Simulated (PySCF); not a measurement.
A structure optimised at PBE0-D3(BJ)/def2-SVP, used in a PySCF frequency run:

```xyz
11

C     -0.9168    -3.0831     0.0000
C      0.0668    -2.2243     0.0000
C      1.0549    -1.3526     0.0000
C      0.9292     0.1064     0.0000
C     -0.2306     0.7754     0.0000
Cl    -0.3215     2.4931     0.0000
H     -1.3452    -3.4599     0.9363
H     -1.3452    -3.4599    -0.9363
H      2.0771    -1.7497     0.0000
H      1.8621     0.6766     0.0000
H     -1.2048     0.2794     0.0000
```

Question: Write its SMILES, formula and point group.

Answer: C=C=C/C=C/Cl, C5H5Cl, Cs

Question: What are its rotational constants (standard atomic weights)?

Answer: 9.5787, 1.1189, 1.0089 GHz
